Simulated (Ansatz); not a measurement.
Gas-phase electronic energies from Ansatz, PBE0-D4/def2-TZVP geometries. CBS: MP2 limit from def2 TZ/QZ plus the TZ coupled-cluster correction, frozen cores. This one scheme is used for every species. DFT in def2-TZVPP. B3LYP here is the variant with VWN-RPA as its local correlation; programs differ in this. HSE06 is defined as in plane-wave codes. Each species was taken in one conformer, which may not be the lowest.

Consider the ligand exchange at the Si–S bond: `F[SiH2][SiH](F)S` + H–F → `F[SiH2][SiH](F)F` + H₂S.

```tsv
level	ΔE (kJ/mol)	difference from CCSD(T)/CBS
LDA (SPW92)	-62.3	10.3
PBE-D4	-59.8	12.8
BLYP-D4	-74.6	-2.0
B3LYP-D4	-76.8	-4.2
HSE06-D4	-62.2	10.4
PBE-QIDH	-69.8	2.8
revPBE	-67.4	5.2
r2SCAN	-74.5	-1.9
B3LYP	-86.3	-13.7
r2SCANh	-74.3	-1.7
CAM-B3LYP	-90.6	-18.0
HF/def2-SVP	-89.4	-16.8
MP2/def2-SVP	-72.4	0.2
CCSD/def2-SVP	-77.8	-5.2
HF/def2-QZVPP	-105.1	-32.5
CCSD/CBS(def2)	-77.5	-4.9
CCSD(T)/CBS	-72.6	0
```

Largest T1 diagnostic among the species: 0.012.

From BLYP to BHLYP (50 % exact exchange), in def2-TZVPP and without D4, ΔE moves by −4.8 kJ/mol. Leaving LDA and LC-ωPBE aside and taking each functional with its dispersion term where it has one, the values, not all of them listed here, spread over 28.6 kJ/mol, from CAM-B3LYP-D4 to revPBE-D4. LDA lies +3.3 kJ/mol from PBE without D4.
